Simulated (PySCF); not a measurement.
Protons, H atoms and electrons added to or taken from CC#C. Gas-phase values, no solvent. Strings in code marks are SMILES.

Quantity: vertical ionisation energy (energy after one electron is removed minus that of the parent at the parent's geometry), in eV.

Case: `C=[C+]C`. Geometry of `C=[C+]C` (charge +1, multiplicity 1, Å):

```xyz
8

C      1.4844    -0.0062    -0.0968
C      0.2240     0.0500    -0.0132
C     -1.1747     0.0654     0.0782
H      2.0138    -0.9599    -0.1588
H      2.0797     0.9113    -0.1090
H     -1.5401     0.4539     1.0329
H     -1.6593     0.5055    -0.7977
H     -1.4280    -1.0200     0.0644
```

Q: Predict the vertical ionisation energy (energy after one electron is removed minus that of the parent at the parent's geometry) from minus the HOMO energy of B3LYP/6-31G* // B3LYP-D3(BJ)/def2-TZVP (PySCF).

A: 14.81 eV.
